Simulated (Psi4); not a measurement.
C2HO (SMILES [CH]=C=O), doublet (typed; the unrestricted solution is spin-contaminated), geometry from GFN2-xTB. Base run: MP2/3-21G (Psi4).

Here is a job for Psi4.
```
memory 2 GB

molecule {
0 2
C     0.02096193   -0.29118014   -1.19660672
C     0.00440730    0.00402097    0.01711055
H     0.10767277   -0.53985429   -2.20994473
O    -0.03248602    0.28285117    1.16086522
}

set {
  basis 3-21g
  reference uhf
}

energy('mp2')
print_variables()
```

Variants of this job, named by their change:

| change | ΔE vs base (mEh) | MP2 correlation (Eh) | basis functions | outcome |
|---|---|---|---|---|
| base | 0.000 | -0.27089 | 29 | converged |
| method = lccd | -14.708 | -0.27089 | 29 | converged |
| cc_type = df | 0.000 | -0.27089 | 29 | converged |
| method = scs-mp2 | [?] | -0.27089 | 29 | converged |
| puream = on | 0.094 | -0.27088 | 29 | converged |
| scf_type = pk; mp2_type = conv | -0.074 | -0.27089 | 29 | converged |
| method = omp2 | -20.276 | -0.27089 | 29 | converged |
| method = cisd | - | - | - | input refused |
| method = ccsd(t) | [?] | -0.27089 | 29 | converged |
| method = ccsd | -20.180 | -0.27089 | 29 | converged |

Some entries are withheld; supply them.


- method = scs-mp2, ΔE vs base (mEh): 8.232
- method = ccsd(t), ΔE vs base (mEh): -30.899

Open shells are given as the SCF converged; they aren't shown to be the lowest states, and a large step between rows can be another state.

- method = cisd: ended with `psi4.driver.p4util.exceptions.MissingMethodError: Method=cisd is not available for any derivative level under conditions CI_TYPE=CONV, REFERENCE=UHF, FREEZE_CORE=FALSE, QC_MODULE=(auto). See https://psicode.org/psi4manual/master/introduction.html#ss-cisd. Or d`
